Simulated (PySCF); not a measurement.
Isomers of C3H12GeSi and their computed core-level spectra.

The calculation used delta-SCF UKS SCAN, pcX-2 on the ionised atom, pcseg-1 elsewhere, spin-free X2C in PySCF. Geometries: PBE0-D3(BJ)/def2-SVP; isolated species, one conformer each.

Line lists (1s up to Mg, 2p3/2 beyond, nothing for Ge; areas count atoms within a level, one atom standing for each set equivalent by bonding):
1. C 1s: 289.80 (area 1), 290.13 (area 1), 290.65 (area 1) eV; Si 2p3/2: 106.51 eV
2. C 1s: 290.19 (area 1), 290.59 (area 2) eV; Si 2p3/2: 106.15 eV
3. C 1s: 290.10 (area 1), 290.57 (area 1), 290.68 (area 1) eV; Si 2p3/2: 106.23 eV

Structures:
A. `[GeH2]([CH2][SiH3])[CH2]C`
B. `CC(C)[SiH2][GeH3]`
C. `CCC[SiH2][GeH3]`

Which list belongs to which compound?

- 1 = A: another candidate has the same counts of sites, so positions decide. C 1s: 289.80 sp3 carbon bound to silicon, 290.13 sp3 carbon bound to germanium, 290.65 methyl carbon; Si 2p3/2: 106.51 SiH3 silicon.
- 2 = B: no other candidate has these counts of sites. C 1s: 290.19 sp3 carbon bound to silicon, 290.59 methyl carbon (×2); Si 2p3/2: 106.15 SiH2 silicon.
- 3 = C: another candidate has the same counts of sites, so positions decide. C 1s: 290.10 sp3 carbon bound to silicon, 290.57 methyl carbon, 290.68 chain CH2 carbon; Si 2p3/2: 106.23 SiH2 silicon.

The 2p values aren't plain energy differences: one relaxed spin-free 2p hole is combined with a matrix within the shell (ground-state 2p orbital-energy differences and spin–orbit coupling). 2p3/2, the mean of its two sublevels, lies a third of the splitting below the shell's mean and 2p1/2 two thirds above it; the statistical areas are 2:1.
